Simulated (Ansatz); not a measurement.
`[SnH4]`. Charge 0, multiplicity 1. Sn takes the def2 core potential.

Problem. List the harmonic frequencies (cm⁻¹, unscaled) at PBE0-D4/def2-TZVP in Ansatz. (Best estimate.)

Solution. Ansatz gave: 686, 686, 686, 756, 756, 1960, 1961, 1961, 1961.

Problem. Is this a minimum?

Solution. Yes, all 9 modes are real.

Problem. Give the ideal-gas thermochemistry at 298.15 K and 1 bar (rigid rotor, harmonic oscillator; point group Td, symmetry number 12).

Solution. Zero-point energy 68.3 kJ/mol; H(298) − E = 79.6 kJ/mol; entropy 228.5 J/(mol·K), of which translation 168.8, rotation 53.5, vibration 6.1; G(298) − E = 11.5 kJ/mol.

Problem. And at 400, 500, 600, 800 and 1000 K?

Solution. 
| T (K) | H − E (kJ/mol) | S (J/mol/K) | G − E (kJ/mol) |
| --- | --- | --- | --- |
| 400 | 85.2 | 244.6 | -12.6 |
| 500 | 91.5 | 258.6 | -37.8 |
| 600 | 98.5 | 271.3 | -64.3 |
| 800 | 114.1 | 293.7 | -120.9 |
| 1000 | 131.3 | 312.8 | -181.6 |
